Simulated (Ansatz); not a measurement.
`N[SiH]([SeH])Br` + HCl → `N[SiH](Cl)Br` + H₂Se at 500 K and 1 bar (ligand exchange at the Si–Se bond).

Isolated molecules relaxed with PBE0-D4/def2-TZVP in Ansatz; ΔE leaves out vibrations. CCSD(T)/CBS adds triple-zeta CCSD(T) − MP2 to the extrapolated MP2 energy (def2 sets, frozen cores). This one scheme is used for every species. For Br, Se outer-core shells are correlated without core-valence functions, which leaves a few kJ/mol of doubt a bond. Scalar relativity is left out up to krypton. Each species was taken in one conformer, which may not be the lowest.

| species | CCSD(T)/CBS energy (Eh) | H − E (kJ/mol) | S (J/(mol·K)) |
| --- | --- | --- | --- |
| `N[SiH]([SeH])Br` | -5320.32482 | 162.8 | 420.6 |
| HCl | -460.38127 | 32.5 | 201.9 |
| `N[SiH](Cl)Br` | -3378.82013 | 139.0 | 392.9 |
| H₂Se | -2401.89790 | 53.1 | 237.8 |

H − E and S are ideal-gas, rigid-rotor, harmonic terms from PBE0-D4/def2-TZVP, for one conformer and one mirror image of each species. 1 Eh = 2625.50 kJ/mol, R = 8.31446 J/(mol·K).

**Question.** By hand: ΔE, ΔH, ΔS and ΔG.

**Answer.** ΔE = (-3378.82013) + (-2401.89790) − (-5320.32482) − (-460.38127) = -0.01194 Eh = -31.3 kJ/mol. Δ(H − E) = 139.0 + 53.1 − 162.8 − 32.5 = -3.2, so ΔH = -34.5 kJ/mol. ΔS = 392.9 + 237.8 − 420.6 − 201.9 = 8.2 J/(mol·K). ΔG = -34.5 − 500 × (8.2)/1000 = -38.6 kJ/mol.

**Question.** By hand: the equilibrium constant, and the temperature at which ΔG would vanish if ΔH and ΔS stayed fixed.

**Answer.** log₁₀ K = −ΔG/(RT ln 10) = 4.0. ΔH and −TΔS have one sign here, so there is no such temperature.

The number of gas molecules stays the same, so ΔS is small and ΔH decides. A doubt of 5 kJ/mol in ΔE shifts log₁₀ K by 0.5 here. Other conformers and mirror images would add mixing entropy, several J/(mol·K) or more a flexible species. These are equilibria of isolated gas molecules and say nothing of rates. Largest T1 diagnostic: 0.009 (customary marks: 0.02 for closed shells, 0.045 for open ones).

ΔS is within the doubt of such terms, so its sign, and with it that verdict, could turn.
